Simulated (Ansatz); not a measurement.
C3H11BN2O (`CC(C)OB(N)N`) at its PBE0-D4/def2-TZVP geometry, where that method's forces vanish. The species carries charge 0 and has multiplicity 1.

```xyz
18

C    -0.6810    0.5180    2.1259
C    -0.0650    0.5633    0.7437
C     1.4247    0.8507    0.7934
O    -0.3058   -0.6831    0.1266
B    -0.3481   -0.8497   -1.2423
N    -0.1906    0.2307   -2.1528
N    -0.5610   -2.1753   -1.6968
H    -0.2140   -0.2734    2.7173
H    -1.7505    0.3110    2.0612
H    -0.5398    1.4688    2.6450
H    -0.5678    1.3595    0.1742
H     1.6191    1.8214    1.2565
H     1.8566    0.8532   -0.2094
H     1.9315    0.0803    1.3799
H    -0.0612    1.1827   -1.8687
H    -0.2728    0.1178   -3.1457
H    -0.6670   -2.9320   -1.0472
H    -0.6071   -2.4439   -2.6607
```

(1) What forces (eV/Å) does PBE-D4/def2-TZVPP give on these atoms in the Gaussian-basis code of Ansatz? (Estimate.)

## Answers

(1) The calculation gave: 
```
C1  -0.037  0.027  0.052
C2   0.048  0.199  0.106
C3   0.056  0.039 -0.009
O4  -0.090 -0.419  0.248
B5   0.002  0.021 -0.143
N6   0.021 -0.031  0.007
N7  -0.004  0.004  0.000
H8   0.091 -0.156  0.123
H9  -0.214 -0.040  0.001
H10  0.020  0.180  0.113
H11 -0.114  0.195 -0.130
H12  0.053  0.190  0.090
H13  0.096  0.005 -0.194
H14  0.107 -0.150  0.119
H15  0.048  0.340  0.091
H16 -0.029 -0.021 -0.354
H17 -0.038 -0.273  0.212
H18 -0.017 -0.109 -0.333
```
